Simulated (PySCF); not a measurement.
**Electron correlation in W(57+) (tungsten, charge +57)**

[Ne] 3s2 3p5, 2P determinant. All numbers are calculated (PySCF 2.14, the non-relativistic Hamiltonian (point nucleus), in an even-tempered Gaussian basis (16 s from 15 bohr⁻², ratio 2.5; 10 p from 19 bohr⁻², ratio 2.5; 4 d from 79 bohr⁻², ratio 2.7; 4 f from 120 bohr⁻², ratio 2.7)). Frozen: 1s2; 15 electrons correlated; the 17 highest virtual orbitals of each spin left out.

| level | correlation energy (mhartree) |
| --- | --- |
| CCSD | -608.90 |
| (T) | -0.83 |
| CCSD(T) | -609.73 |

Diagnostics: T1 = 0.00040, D1 = 0.0019, largest double amplitude 0.020.

A non-relativistic calculation at this Z misses sizeable relativistic shifts. Spin-orbit coupling, absent here, splits the open shell strongly.

Cost of the coupled-cluster step: roughly 50 core-seconds, for 15 correlated electrons.

Iterations:

```
CC2 = 0
CCSD nocc = (np.int64(8), np.int64(7)), nmo = (76, 76)
frozen orbitals [[0, 77, 78, 79, 80, 81, 82, 83, 84, 85, 86, 87, 88, 89, 90, 91, 92, 93], [0, 77, 78, 79, 80, 81, 82, 83, 84, 85, 86, 87, 88, 89, 90, 91, 92, 93]]
max_cycle = 100
direct = 0
conv_tol = 1e-08
conv_tol_normt = 1e-06
diis_space = 8
diis_start_cycle = 0
Init t2, MP2 energy = -0.594849823554806
Init E_corr(UCCSD) = -0.594849823555509
cycle = 1  E_corr(UCCSD) = -0.606584219444235  dE = -0.0117343959  norm(t1,t2) = 0.00621677
cycle = 2  E_corr(UCCSD) = -0.608519095134413  dE = -0.00193487569  norm(t1,t2) = 0.00114907
cycle = 3  E_corr(UCCSD) = -0.608907339416433  dE = -0.000388244282  norm(t1,t2) = 0.000234057
cycle = 4  E_corr(UCCSD) = -0.608901087435477  dE = 6.25198096e-06  norm(t1,t2) = 1.00584e-05
cycle = 5  E_corr(UCCSD) = -0.608901125154228  dE = -3.77187509e-08  norm(t1,t2) = 6.10097e-07
cycle = 6  E_corr(UCCSD) = -0.608901135321078  dE = -1.01668501e-08  norm(t1,t2) = 2.17644e-08
cycle = 7  E_corr(UCCSD) = -0.608901142145247  dE = -6.8241689e-09  norm(t1,t2) = 9.61152e-09
UCCSD converged
E(UCCSD) = -11903.64984822375  E_corr = -0.6089011421452468
UCCSD(T) correction = -0.0008294742533008
```

At this charge a non-relativistic calculation is a model, useful for the Z dependence of the correlation energy.
